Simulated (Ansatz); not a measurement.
`CCN[SiH2]Cl`. Total charge 0; spin multiplicity 1. All single points use the PBE0-D4/def2-TZVP geometry. It is one conformer, not always the lowest.

```xyz
13

C     0.952    1.694    0.382
C     0.726    0.323   -0.225
N    -0.668   -0.076   -0.160
Si   -1.195   -1.674    0.060
Cl   -0.870   -2.931   -1.557
H     0.638    1.710    1.427
H     0.379    2.456   -0.155
H     2.006    1.974    0.328
H     1.099    0.308   -1.258
H     1.313   -0.422    0.322
H    -1.291    0.569   -0.623
H    -0.431   -2.278    1.174
H    -2.657   -1.653    0.284
```

Question: What is the dipole moment at PBE/def2-TZVPP? (Best estimate.)

Answer: Computed: 2.30 D, with components (0.39, 2.21, 0.52) D in this frame, pointing from negative to positive charge.

Question: And with r2SCAN, B3LYP, ωB97M-V? (Estimate.)

Answer: Computed: r2SCAN 2.34 D, B3LYP 2.28 D, ωB97M-V 2.27 D.

Question: Give the Mulliken charges with PBE, B3LYP, r2SCAN in def2-TZVPP. (Estimate.)

Answer: Computed: 
```
atom    PBE  B3LYP  r2SCAN
  C1  -0.25  -0.24   -0.13
  C2  -0.03  -0.02    0.08
  N3  -0.24  -0.29   -0.33
 Si4   0.38   0.47    0.51
 Cl5  -0.25  -0.28   -0.29
  H6   0.09   0.08    0.05
  H7   0.07   0.07    0.03
  H8   0.08   0.08    0.04
  H9   0.08   0.08    0.04
 H10   0.07   0.07    0.03
 H11   0.13   0.12    0.13
 H12  -0.06  -0.07   -0.08
 H13  -0.06  -0.07   -0.08
```

B3LYP here is the variant with VWN-RPA as its local correlation; programs differ in this.
